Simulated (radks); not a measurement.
All-electron atom: the iron ion Fe+ in [Ar] 3d6 4s1. Calculated with a radial shooting solver on a logarithmic mesh with Libxc functionals: Dirac Kohn-Sham, relativistic LDA (MacDonald-Vosko exchange, VWN5 correlation), spin-unpolarised, spherical densities, finite nucleus; open shells fill j = l - 1/2 first; Fermi nuclear charge, rms radius 3.7377 fm.

Spin-orbit splittings of the eigenvalues, e(l+1/2) - e(l-1/2), with zeta = 2 splitting/(2l+1) and mean radii in bohr:

shell,occ.,splitting (eV),zeta (eV),<r> j=l-1/2,<r> j=l+1/2
2p,6,12.40,8.269,0.2339,0.2369
3p,6,1.545,1.030,0.8532,0.8628
3d,6,0.1552,0.06208,1.109,1.115
